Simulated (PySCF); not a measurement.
Excitation energy of Co²⁺ by level of theory

Co²⁺ [Ar] 3d7 (4F) → Co²⁺ [Ar] 3d6 4p1 (high-spin determinant), as a difference of total energies. Calculation: PySCF 2.14, in aug-cc-pVDZ (7s6p4d2f, 59 functions); no relativity, point nucleus. Correlated levels: valence: [Ar] frozen. The calculations carry no spin-orbit coupling.

| method | excitation energy (eV) |
| --- | --- |
| UHF | 11.154 |
| MP2 (valence) | 12.480 |
| SCS-MP2 (valence) | 12.653 |
| CCSD (valence) | 12.291 |
| CCSD(T) (valence) | 12.285 |

Question: How much does correlation contribute at CCSD(T) (valence)?

Answer: 12.285 − (11.154) = 1.131 eV, measured against UHF.

The determinant of the upper state mixes LS terms, which raises its energy above the lowest term, most at the Hartree-Fock and MP2 levels.
